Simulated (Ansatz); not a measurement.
The inner images of a band of BrCl3HIn (6 atoms, charge 0, multiplicity 1) are given out of order.

Level of theory: RKS B3LYP-D4/def2-SVP (Ansatz).

First end point:

```xyz
6
Properties=species:S:1:pos:R:3
In 0.013 -0.013 0.079
Cl 0.013 0.473 2.408
Cl 2.045 0.140 -1.079
Cl -2.035 0.041 -1.059
Br 0.083 -2.861 0.991
H 0.072 -2.100 2.216
```

Last end point:

```xyz
6
Properties=species:S:1:pos:R:3
In 0.026 -0.674 -0.267
Cl 0.022 0.067 2.501
Cl 2.030 0.325 -0.964
Cl -2.029 0.229 -0.945
Br 0.086 -3.038 0.584
H 0.055 -1.228 2.647
```

Question: Put them in order from the first end to the last, with their energies above the first end.
A.
```xyz
6
Properties=species:S:1:pos:R:3
In 0.014 -0.090 0.054
Cl 0.014 0.330 2.414
Cl 2.056 0.161 -1.063
Cl -2.048 0.070 -1.044
Br 0.088 -2.871 1.043
H 0.068 -1.919 2.151
```
B.
```xyz
6
Properties=species:S:1:pos:R:3
In 0.024 -0.597 -0.212
Cl 0.024 0.024 2.531
Cl 2.048 0.294 -0.985
Cl -2.045 0.201 -0.967
Br 0.085 -2.945 0.756
H 0.054 -1.297 2.433
```
C.
```xyz
6
Properties=species:S:1:pos:R:3
In 0.021 -0.464 -0.123
Cl 0.023 -0.004 2.510
Cl 2.066 0.240 -1.016
Cl -2.060 0.152 -0.997
Br 0.083 -2.861 0.921
H 0.058 -1.382 2.262
```
D.
```xyz
6
Properties=species:S:1:pos:R:3
In 0.015 -0.201 0.010
Cl 0.018 0.193 2.423
Cl 2.067 0.183 -1.046
Cl -2.060 0.094 -1.027
Br 0.085 -2.846 1.080
H 0.065 -1.742 2.117
```
E.
```xyz
6
Properties=species:S:1:pos:R:3
In 0.018 -0.323 -0.043
Cl 0.021 0.070 2.459
Cl 2.070 0.202 -1.037
Cl -2.063 0.116 -1.018
Br 0.082 -2.821 1.052
H 0.061 -1.564 2.143
```

Answer: A (+0.017 eV), D (+0.084 eV), E (+0.156 eV), C (-0.007 eV), B (-0.144 eV).

Time of the run: 100 s on 4 threads of Arm Neoverse V1, with other jobs on the host, peak memory 0.36 GiB.
